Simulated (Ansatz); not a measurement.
Ansatz (a quantum-chemistry and plane-wave program) input:

Ansatz 0.2 input:
```yaml
crystal:
  periodic: [false, false, false]
  atoms:
    - {symbol: Sn, position_ang: [-0.02039849, -0.03269684, 1.26127392]}
    - {symbol: I, position_ang: [1.12139866, -1.94936602, -0.62789437]}
    - {symbol: I, position_ang: [-1.10215480, 1.98021209, -0.56198669]}
basis:
  gaussian:
    orbitals: def2-TZVPD
hamiltonian:
  xc: {name: wB97X-V}
total_charge: -1
magnetization: {spin_polarized: true, initial_magnetization: 1}
output: {forces: true}
```

Task: Predict the final energy.

Result: -809.85508 Eh (wB97X-V/def2-TZVPD). The basis has 174 functions.
